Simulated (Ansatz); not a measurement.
Input for Ansatz (development build ahead of 0.2.0):

```yaml
crystal:
  periodic: [false, false, false]
  atoms:
    - { symbol: "N", position_ang: [0.0, 0.0, 0.0] }
basis:
  gaussian: { orbitals: aug-cc-pVDZ }
magnetization:
  initial_magnetization: 3
hamiltonian:
  xc: hf
```

The input is written out in the form of the current development build from the run's settings.

Output:

| Item | Value |
| --- | --- |
| Converged | yes |
| Total energy | -54.38987 hartree |
| Spin squared of the determinant | 3.750 |
